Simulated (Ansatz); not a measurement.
Cost and result for the atomization energy of CH₄ClFGaN (`C[NH][Ga]([F])[Cl]`) (9 atoms, 8 bonds).

```xyz
9

C    -0.931   -0.960    0.103
N     0.135   -0.100    0.571
Ga    0.993    1.139   -0.393
F     0.526    1.356   -2.061
Cl    2.548    2.370    0.349
H    -1.857   -0.806    0.668
H    -0.661   -2.019    0.173
H    -1.148   -0.746   -0.945
H     0.395   -0.235    1.534
```

Total charge 0; spin multiplicity 1. Correlated methods include outer-core shells of Ga, which these sets cover unevenly. Scalar relativity is left out up to krypton. The geometry is a stationary point of PBE0-D4/def2-TZVP. It is one conformer, not always the lowest. Program: Ansatz. All runs use 4 threads of an Intel Xeon 6975P-C on a shared host. Times are those of one run each, without the atoms' runs, and a repeat can differ threefold. Electronic energies, without spin–orbit coupling; frozen cores. CCSD(T)/CBS adds CCSD(T) − MP2 in def2-TZVPP to the MP2 limit, and its time is that of the two runs behind it. T1 = 0.013. With those shells the extrapolation isn't a true limit. HSE06 is the plane-wave form, built on full-range PBE exchange.

CCSD(T)/CBS is a level of theory with its own doubt, some kJ/mol a heavy atom from the limit and from the frozen cores, so smaller differences don't rank the functionals.

```csv
level,functions,atomization (kJ/mol),difference from CCSD(T)/CBS,per bond
HSE06-D4/def2-TZVPP,239,3129.2,-13.8,-1.7
BHLYP-D4/def2-TZVPP,239,3013.3,-129.7,-16.2
r2SCAN-D4/def2-TZVPP (with forces),239,3136.8,-6.2,-0.8
CCSD(T)/def2-TZVPP,239,3061.8,-81.2,-10.1
CCSD(T)/CBS(def2),–,3143.0,0.0,0.0
LDA (SPW92)/def2-TZVPP,239,3611.7,468.7,58.6
BLYP-D4/def2-TZVPP,239,3110.2,-32.8,-4.1
B2PLYP/def2-TZVPP,239,3096.4,-46.6,-5.8
PBE-D4/def2-TZVPP (with forces),239,3192.2,49.2,6.1
ωB97X-V/def2-TZVPP,239,3148.5,5.5,0.7
CCSD(T)/def2-SVP,112,2958.0,-185.0,-23.1
revPBE-D4/def2-TZVPP,239,3099.5,-43.5,-5.4
MP2/def2-QZVPP,450,3191.5,48.5,6.1
```

Problem. Order the runs by time, with rough figures. (Estimate.)

Solution. Ansatz gave: LDA (SPW92)/def2-TZVPP 0.7 s; revPBE-D4/def2-TZVPP 1.1 s; BLYP-D4/def2-TZVPP 1.4 s; PBE-D4/def2-TZVPP (with forces) 1.4 s; HSE06-D4/def2-TZVPP 1.9 s; BHLYP-D4/def2-TZVPP 2.1 s; r2SCAN-D4/def2-TZVPP (with forces) 2.3 s; B2PLYP/def2-TZVPP 3 s; ωB97X-V/def2-TZVPP 3.8 s; CCSD(T)/def2-SVP 4.3 s; MP2/def2-QZVPP 12 s; CCSD(T)/def2-TZVPP 45 s; CCSD(T)/CBS(def2) 57 s.

Leaving LDA and LC-ωPBE aside and taking each functional with its dispersion term where it has one, the values spread over 178.9 kJ/mol, from BHLYP-D4 to PBE-D4. LDA lies +438.2 kJ/mol from PBE without D4, its usual overbinding. From BLYP to BHLYP (50 % exact exchange), in def2-TZVPP and without D4, the atomization energy moves by −81.4 kJ/mol: exact exchange takes away binding that semilocal exchange gives to molecules. In def2-TZVPP, CCSD(T) changes the Hartree–Fock value by +840.0 kJ/mol (the triples alone add +52.8 kJ/mol) and MP2 by +921.1 kJ/mol; breaking electron pairs costs correlation energy, which Hartree–Fock lacks.
